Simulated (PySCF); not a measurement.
SMILES [SH][BeH] (H₂BeS), PBE0/def2-SVP optimised geometry.

```
4

Be     0.32     0.64     0.00
H      1.65     0.64     0.00
S     -1.60     0.65     0.00
H     -1.65    -0.65     0.38
```

Density from PBE0/def2-TZVP in PySCF at that geometry.

Minimum of the electron density along straight lines between bonded atoms, close to the bond critical point (lines longer than 1.1 times the sum of covalent radii, or with two minima, are not listed):

```
bond    length / Å  ρ at the minimum / e bohr⁻³  ∇²ρ there / e bohr⁻⁵  position (fraction from the first atom)
------  ----------  ---------------------------  --------------------  ---------------------------------------
Be1–H2       1.333                            …                  0.26                                     0.43
Be1–S3       1.916                            …                  0.26                                     0.31
S3–H4        1.354                        0.205                     …                                     0.64
```

Q: Some entries are withheld; supply them.

A: 
- Be1–H2, ρ at the minimum / e bohr⁻³: 0.092
- Be1–S3, ρ at the minimum / e bohr⁻³: 0.082
- S3–H4, ∇²ρ there / e bohr⁻⁵: -0.56
